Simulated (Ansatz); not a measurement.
Isolated molecules relaxed with PBE0-D4/def2-TZVP in Ansatz; ΔE leaves out vibrations. CCSD(T)/CBS is the MP2 limit (def2-TZVPP, def2-QZVPP) plus CCSD(T) − MP2 in def2-TZVPP, frozen cores. This one scheme is used for every species. DFT in def2-TZVPP. Each species was taken in one conformer, which may not be the lowest.

Consider the redistribution: `[AlH2][NH][Si]1(Cl)CO1` + `C[SiH2]O[SiH3]` → `C[Si]1(Cl)CO1` + `[AlH2][NH][SiH2]O[SiH3]`.

```
                  species  PBE0 energy (Eh)
 `[AlH2][NH][Si]1(Cl)CO1`       -1162.83578
         `C[SiH2]O[SiH3]`        -696.90246
          `C[Si]1(Cl)CO1`        -903.83161
`[AlH2][NH][SiH2]O[SiH3]`        -955.90809
```

Problem. Work out ΔE.

Solution. ΔE = (-903.83161) + (-955.90809) − (-1162.83578) − (-696.90246) = -0.00146 Eh = -0.04 eV. CCSD(T)/CBS gives -0.02 eV.

Largest T1 diagnostic among the species: 0.012.
